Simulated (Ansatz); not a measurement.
A geometry relaxed with PBE0-D3(BJ)/def2-TZVP (Ansatz, a first-principles code), charge 0, multiplicity 1:

```xyz
11

H      2.3410    -1.6567     0.5224
H      3.1263     0.4280    -0.4065
Si    -2.2952    -0.5206     0.1253
Si     2.0155    -0.5632    -0.4356
H     -2.3114    -1.7740     0.9300
H     -3.3271     0.4035     0.6673
S     -0.0361     2.5565     0.8241
H      1.9519    -1.1576    -1.7996
Ga    -0.0903     0.4516     0.1544
H      1.2919     2.7093     0.6912
H     -2.6667    -0.8768    -1.2729
```

Write the SMILES of this molecule.

`[SiH3][Ga]([SiH3])[SH]`
